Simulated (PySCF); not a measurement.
## NMR data sheet: C6H10BNSi

| Property | Result |
| --- | --- |
| Formula | C6H10BNSi |
| SMILES | [SiH3]NB1C=CC=CC=C1 |
| InChI | InChI=1S/C6H10BNSi/c9-8-7-5-3-1-2-4-6-7/h1-6,8H,9H3 |
| Carbon signals | 3 |
| Proton signals | 5 |

Molfile (atoms numbered from 1):
```
C6H10BNSi
     RDKit          3D

 19 19  0  0  0  0  0  0  0  0999 V2000
    3.0002   -0.3813   -0.2819 Si  0  0  0  0  0  4  0  0  0  0  0  0
    1.6038    0.1695    0.6136 N   0  0  0  0  0  0  0  0  0  0  0  0
    0.2175   -0.0071    0.2970 B   0  0  0  0  0  0  0  0  0  0  0  0
   -0.8336    0.5985    1.2538 C   0  0  0  0  0  0  0  0  0  0  0  0
   -2.1941    0.5769    1.1639 C   0  0  0  0  0  0  0  0  0  0  0  0
   -3.0291   -0.0190    0.1636 C   0  0  0  0  0  0  0  0  0  0  0  0
   -2.6936   -0.7209   -0.9594 C   0  0  0  0  0  0  0  0  0  0  0  0
   -1.4041   -1.0717   -1.4765 C   0  0  0  0  0  0  0  0  0  0  0  0
   -0.1650   -0.7907   -0.9798 C   0  0  0  0  0  0  0  0  0  0  0  0
    3.0312   -1.8707   -0.4181 H   0  0  0  0  0  0  0  0  0  0  0  0
    4.2096    0.0621    0.4743 H   0  0  0  0  0  0  0  0  0  0  0  0
    3.0510    0.1951   -1.6612 H   0  0  0  0  0  0  0  0  0  0  0  0
    1.8082    0.6929    1.4591 H   0  0  0  0  0  0  0  0  0  0  0  0
   -0.4529    1.1318    2.1376 H   0  0  0  0  0  0  0  0  0  0  0  0
   -2.7571    1.0800    1.9601 H   0  0  0  0  0  0  0  0  0  0  0  0
   -4.1034    0.1107    0.3320 H   0  0  0  0  0  0  0  0  0  0  0  0
   -3.5366   -1.0737   -1.5626 H   0  0  0  0  0  0  0  0  0  0  0  0
   -1.4504   -1.6484   -2.4088 H   0  0  0  0  0  0  0  0  0  0  0  0
    0.6522   -1.1918   -1.5968 H   0  0  0  0  0  0  0  0  0  0  0  0
  1  2  1  0
  2  3  1  0
  3  4  1  0
  4  5  2  0
  5  6  1  0
  6  7  2  0
  7  8  1  0
  8  9  2  0
  9  3  1  0
  1 10  1  0
  1 11  1  0
  1 12  1  0
  2 13  1  0
  4 14  1  0
  5 15  1  0
  6 16  1  0
  7 17  1  0
  8 18  1  0
  9 19  1  0
M  END
```

- geometry: PBE0-D3(BJ)/def2-SVP
- shieldings: GIAO PBE0/pcSseg-1
- code: PySCF 2.14
- no solvent model, non-relativistic Hamiltonian, one computed conformer, averaged over atoms made equivalent by symmetry, fast rotation or ring inversion

Chemical shifts δ = σref − σ; ¹H and ¹³C and ²⁹Si vs TMS; BF3·OEt2 for ¹¹B; ¹⁵N against NH3, all at this level.

```tsv
carbon	δC, type	δH (multiplicity)	HMBC from (2–3 bonds)	span of the C tensor (ppm)
C4/C9	153.0, CH	7.18 (d)	H15/H18, H14/H19, H16/H17	256
C5/C8	151.5, CH	7.56 (m)	H14/H19, H16/H17	247
C6/C7	140.1, CH	6.92 (m)	H15/H18, H14/H19, H16/H17	221
```

Other nuclei:
```
      atoms  nucleus                                   environment  δ (ppm)  σ (ppm)
H10/H11/H12       ¹H             hydrogen on a silicon bonded to N     4.78    26.49
        H13       ¹H        hydrogen on a nitrogen bonded to B, Si     2.79    28.47
        Si1     ²⁹Si                      silicon bonded to N, 3 H    -57.6    409.6
         B3      ¹¹B  boron bonded to 2 C, N, in a 7-membered ring     35.3     65.5
         N2      ¹⁵N                   nitrogen bonded to B, Si, H     76.2    189.4
```

1. δC 153.0, 151.5, 140.1: alkene CH; the olefinic region.
2. δH 7.56, 7.18, 6.92: hydrogen on an alkene CH; attached to an sp2 carbon and in the plane of the double bond.
3. δH 4.78: hydrogen on a silicon bonded to N.
4. δH 2.79: hydrogen on a nitrogen bonded to B, Si; exchangeable; this is the value without hydrogen bonding to other molecules.

OH/NH shifts are gas-phase values; hydrogen bonding in solution moves them, usually downfield. A carbon bonded to boron is broadened by the quadrupolar boron nucleus and is often missing from a measured spectrum. Shifts are as computed. Against solution values, carbons near 30 ppm lie about +2 ppm off and those near 130 ppm about +5 ppm. Of 1309 compounds with measured shifts, 239 miss one by over three times the rms of a fit or turn the order of signals round; such compounds aren't used in these exercises. Experimental scales use liquid or dissolved standards, which lie at an offset from isolated NH3 (liquid NH3: subtract about 20 ppm). No couplings were computed; multiplicities are counted from neighbouring protons, with m where these are inequivalent, close in shift, in a saturated or five-membered ring or joined by F or P, and br s for small geminal =CH2 splittings.
